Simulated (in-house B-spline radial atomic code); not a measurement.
**LC-wPBE excitations of Cl VIII (Cl7+)**

Method: LC-wPBE. Computed with an all-electron radial atomic-structure program (B-spline basis): linear response of the closed shell [He] 2s2 2p6 with the functional's adiabatic kernel; scalar-relativistic (spin-free one-electron X2C), finite nucleus, no spin-orbit coupling, no double excitations, S, P, D and F terms only. Only terms of natural parity with L up to 3 were computed.

Command:
```bash
python run_td.py task.json out
```
Settings (radii: box in bohr, nucleus in fm):
```
Z                        17
electrons                10
configuration            [He] 2s2 2p6
hamiltonian              x2c
method                   lc_wpbe
box_radius               12.81
rms_radius               3.3654
intervals                71
```

Time taken, with all properties: 0.7 s on 1 thread of Arm Neoverse N1, with other jobs on the host.

The lowest states, in the order of their Tamm-Dancoff energies; the method's threshold (minus the highest occupied level) is 329.23 eV. Labels give the largest channel, * marks a mixed state, and oscillator strengths are full-response dipole values. Semilocal kernels can invert the small singlet-triplet splittings of Rydberg terms. Energies in eV:

| state | full response | Tamm-Dancoff | oscillator strength |
| --- | --- | --- | --- |
| 2p → 3s 3P | 199.81 | 199.82 | - |
| 2p → 3s 1P | 201.29 | 201.32 | 0.192 |
| 2p → 3p 3S | ? | ? | - |
| 2p → 3p 3D | 214.95 | 214.96 | - |
| 2p → 3p 1D | 216.12 | 216.13 | - |
| 2p → 3p 1S | ? | ? | - |
| 2p → 3d 3P | 235.37 | 235.39 | - |
| 2p → 3d 3F | 235.63 | 235.65 | - |
| 2p → 3d 1F | 236.52 | 236.52 | - |
| 2p → 3d 1P | 240.14 | 240.29 | 1.52 |
| 2s → 3s 3S | 260.31 | 260.32 | - |
| 2p → 4s 3P | 262.18 | 262.19 | - |
| 2p → 4s 1P | 262.63 | 262.64 | 0.0318 |
| 2s → 3s 1S | 262.72 | 262.79 | - |
| 2p → 4p 3S | 267.53 | 267.54 | - |
| 2p → 4p 3D | 267.84 | 267.84 | - |
| 2p → 4p 1D | 268.22 | 268.22 | - |
| 2p → 4p 1S | 272.02 | 272.37 | - |
| 2p → 4d 3P | 275.23 | 275.24 | - |
| 2p → 4d 3F | 275.32 | 275.33 | - |
| 2p → 4d 1F | 275.70 | 275.70 | - |
| 2s → 3p 3P | 275.79 | 275.79 | - |

Where does 2p → 3p 3S lie?

At 213.88 eV in full response, 213.92 eV in Tamm-Dancoff.

Where does 2p → 3p 1S lie?

At 224.25 eV in full response, 224.84 eV in Tamm-Dancoff.

How large is the singlet-triplet splitting of 2p → 3s (P terms) in Tamm-Dancoff?

1.5 eV, from the unrounded values.

What polarisabilities and dispersion coefficient does the method give?

Dipole 0.05266 bohr³, quadrupole 0.01864 bohr⁵, C6 0.02271 hartree·bohr⁶ for two such species.
